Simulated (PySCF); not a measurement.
Vertical excitations of a molecule C₅H₄F₂O from TDA-PBE/def2-SVPD (PySCF), as energy in eV (oscillator strength): 3.89 (0.000), 5.05 (0.001), 5.40 (0.238), 5.45 (0.012), 5.63 (0.002), 5.94 (0.002). Lowest triplet (TDA): 3.61 eV. Coordinates come from a PBE0-D3(BJ)/def2-SVP optimisation. The values are those of a single conformer.

**Question.** Identify the compound among the candidates.
A. F/C=C1/CC(F)=CO1
B. C=C1COC(F)=C1F
C. C=C1CC(=O)C1(F)F
D. C=C=COC=C(F)F

**Answer.** D, C=C=COC=C(F)F
